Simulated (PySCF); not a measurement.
## Ge²⁸⁺ (germanium, charge +28): UHF calculation

Configuration: [He] 2s2, closed-shell 1S. Computed with PySCF 2.14 in an even-tempered Gaussian basis (17 s from 8.7 bohr⁻², ratio 2.2; 8 p from 13 bohr⁻², ratio 2.4; 6 d from 40 bohr⁻², ratio 2.4; 5 f from 61 bohr⁻², ratio 2.4; 4 g from 91 bohr⁻², ratio 2.4), with no relativity, point nucleus.

* Total energy: -1230.536785 hartree
* One-electron energy: -1279.1846 hartree
* Hartree (Coulomb) energy: 74.2702 hartree
* Exchange energy: -25.6224 hartree
* Kinetic energy: 1230.53937 hartree
* ⟨S²⟩: 0.0000
* ⟨L²⟩: 0.000
* Sum of ⟨r⟩: 0.4888 bohr
* Sum of ⟨r²⟩: 0.09653 bohr²
* Density at the nucleus (Gaussians lack the cusp): 22400 bohr⁻³

```tsv
shell	electrons	mean orbital energy (hartree)	rms radius, mean of both spins (bohr)
1s	2	-480.02274	0.0549
2s	2	-110.92177	0.213
```
